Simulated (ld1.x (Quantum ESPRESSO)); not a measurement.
# sulfur, RRKJ: configuration errors across variants

```json
{
  "Element": "S",
  "Generator": "ld1.x (Quantum ESPRESSO) 7.5",
  "Type": "norm-conserving RRKJ (Kleinman–Bylander form)",
  "Functional": "PBE",
  "Relativity": "scalar-relativistic",
  "Frozen core": "[Ne]",
  "Valence charge": "6",
  "Reference configuration": "3s2 3p4",
  "Partial waves": "3s (bound): rc 1.40 bohr; 3p (bound): rc 1.45 bohr",
  "Local potential": "the p channel",
  "Core correction": "a·sin(br)/r model core inside 1.05 bohr",
  "rho0": "0.02"
}
```

All-electron excitation energies from the reference (eV): (1) 3s2 3p3 11.769; (2) 3s2 3p2 34.053; (3) 3s2 3p1 68.094; (4) 3s2 3p0 114.891; (5) 3s1 3p4 22.648; (6) 3s2 3p3.5 4.660; (7) 3s0 3p6 20.740.

1 further variants failed, have other tests or too few solved ones, and are left out.

Errors AE − PS in meV (a dash: test not solved or not reliable):

```csv
change,(1),(2),(3),(4),(5),(6),(7),bound ghosts
base,+2.3,+17,+60,+151,+4.7,+0.3,+2.9,none
"all radii but the core radius scaled by about 0.83 (s 1.16, p 1.20 bohr)",+3.6,+23,+69,+152,+7.1,+0.6,+3.6,none
"all radii but the core radius scaled by about 0.90 (s 1.26, p 1.30 bohr)",+2.9,+20,+64,+148,+6.0,+0.4,+3.8,none
"all radii but the core radius scaled by about 0.95 (s 1.34, p 1.38 bohr)",+2.4,+18,+60,+148,+5.3,+0.3,+3.8,none
"all radii but the core radius scaled by about 1.12 (s 1.56, p 1.62 bohr)",+2.1,+17,+60,+155,+4.2,+0.2,+1.3,none
"all radii but the core radius scaled by about 1.19 (s 1.66, p 1.72 bohr)",+2.2,+17,+61,+155,+4.1,+0.2,-0.2,none
"all radii but the core radius scaled by about 1.23 (s 1.72, p 1.78 bohr)",+2.4,+18,+64,+163,+3.1,+0.3,-3.8,none
"all radii but the core radius scaled by about 1.33 (s 1.86, p 1.94 bohr)",+2.8,+20,+69,+169,+2.1,+0.4,-8.9,none
```

Task: Give the same row for: all radii but the core radius scaled by about 1.40 (s 1.96, p 2.02 bohr).

Result: +3.2, +22, +71, +171, +1.7, +0.4, -12; bound ghosts: none.
